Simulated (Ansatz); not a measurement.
Ansatz (a first-principles code) input:

Ansatz 0.2 input:
```yaml
crystal:
  periodic: [false, false, false]
  atoms:
    - {symbol: O, position_ang: [1.35849459, 0.41937092, -1.05898068]}
    - {symbol: Si, position_ang: [-0.17600641, 0.38522654, -0.44028271]}
    - {symbol: O, position_ang: [-0.27668155, 1.71799226, 0.51779325]}
    - {symbol: S, position_ang: [-0.40120355, -1.44714208, 0.70022739]}
    - {symbol: H, position_ang: [1.61994036, -0.30229405, -1.63855637]}
    - {symbol: H, position_ang: [0.34814729, 2.43052085, 0.34410469]}
    - {symbol: H, position_ang: [-1.73924549, -1.46603061, 0.58427067]}
basis:
  gaussian:
    orbitals: cc-pVTZ-DK
magnetization: {spin_polarized: true, initial_magnetization: 1}
correlation: {method: ccsd_t, electrons: outside_noble_gas}
```

Problem. Which total energy does the run end on?

Solution. -840.72448 Eh (X2C-CCSD(T)/cc-pVTZ-DK). The basis has 170 functions.

It need not be the lowest isomer of its formula.
